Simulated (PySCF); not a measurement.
Species: C₆H₁₁As.
Geometry (PBE0-D3(BJ)/def2-SVP, Å), atoms numbered from 1 in this order:
```
atom  x, y, z in Å
C1     3.956   -0.118   -0.935
C2     2.904    0.020   -0.351
C3     1.622    0.167    0.327
C4     0.474   -0.527   -0.408
As5   -1.247   -0.365    0.552
C6    -2.348   -1.204   -0.841
C7    -1.628    1.503    0.068
H8     4.891   -0.232   -1.450
H9     1.405    1.243    0.442
H10    1.707   -0.234    1.353
H11    0.692   -1.602   -0.508
H12    0.366   -0.119   -1.426
H13   -3.411   -1.065   -0.598
H14   -2.141   -2.284   -0.870
H15   -2.146   -0.771   -1.833
H16   -2.675    1.733    0.316
H17   -1.464    1.684   -1.006
H18   -0.988    2.181    0.651
```

Level: PBE0/def2-SVPD in PySCF, non-relativistic, on one gas-phase PBE0-D3(BJ)/def2-SVP geometry that isn't relaxed in the solvent. The solvent is an IEF-PCM continuum (cavity from Bondi-type radii × 1.2), and excitations are vertical TDDFT with non-equilibrium linear response and a frozen core. Specific hydrogen bonds and non-electrostatic terms are outside this model. Spin–orbit coupling is left out although an atom past zinc is present.

Gas-phase singlets (H = HOMO, L = LUMO):

```tsv
state	E (eV)	λ (nm)	f	leading configurations
S1	6.204	200	0.154	H→L 86%, H→L+2 11%
S2	6.270	198	0.071	H→L+1 97%
S3	6.329	196	0.061	H→L+2 86%, H→L 10%
S4	6.528	190	0.001	H-2→L+3 26%, H-1→L+4 18%, H-2→L 15%
S5	6.755	184	0.012	H-1→L 21%, H-2→L+3 20%, H→L+3 20%
```

Task: How does the list change in chloroform (ε = 4.711)?

Result: 
```csv
state,E (eV),λ (nm),f,leading configurations,change by rank (eV)
S1,6.159,201,0.236,H→L 90%,-0.045
S2,6.284,197,0.156,"H→L+1 81%, H→L+2 15%",+0.014
S3,6.433,193,0.005,"H→L+2 75%, H→L+1 15%",+0.104
S4,6.594,188,0.001,"H-2→L+3 26%, H-2→L 24%, H-1→L+4 14%",+0.066
S5,6.775,183,0.038,"H→L+3 37%, H-1→L 16%, H-2→L+4 10%",+0.020
```

Task: The ground-state energy changes by -0.148 eV from gas to chloroform. By how much does the total energy of gas-phase S1 change?

Result: E(S1) = E(S0) + excitation energy, so it changes by -0.148 − 0.045 = -0.193 eV: it is lowered more than the ground state, which is what a red shift means. This is the vertical state, with the slow part of the continuum still set for S0.

Task: How do the frontier levels move from gas to chloroform?

Result: 
```tsv
orbital	gas (eV)	solvent (eV)	change (eV)	Löwdin shares, gas	Löwdin shares, solvent
LUMO+2	0.69	0.85	+0.16	As5 23 %, C6 18 %, H14 8 %, C4 7 %	C6 22 %, As5 18 %, H14 8 %, H15 8 %
LUMO+1	0.62	0.78	+0.16	C7 21 %, As5 15 %, H16 9 %, H17 8 %	As5 21 %, C7 20 %, H18 8 %, H16 7 %
LUMO	0.52	0.59	+0.07	As5 23 %, C3 12 %, C2 10 %, C1 10 %	As5 23 %, C1 13 %, C2 13 %, C3 11 %
HOMO	-6.65	-6.60	+0.05	As5 59 %, C4 11 %, C7 10 %, C6 10 %	As5 60 %, C4 11 %, C7 10 %, C6 10 %
HOMO-1	-7.69	-7.77	-0.08	C1 40 %, C2 37 %, C3 6 %, C4 4 %	C1 38 %, C2 35 %, C4 7 %, C3 6 %
HOMO-2	-7.71	-7.80	-0.09	C1 40 %, C2 38 %, C3 8 %	C1 40 %, C2 37 %, C3 9 %
HOMO-3	-8.84	-8.69	+0.15	C7 23 %, C4 23 %, As5 21 %, H11 6 %	C7 26 %, As5 21 %, C4 20 %, H11 6 %
```

The HOMO–LUMO gap goes from 7.17 to 7.19 eV.
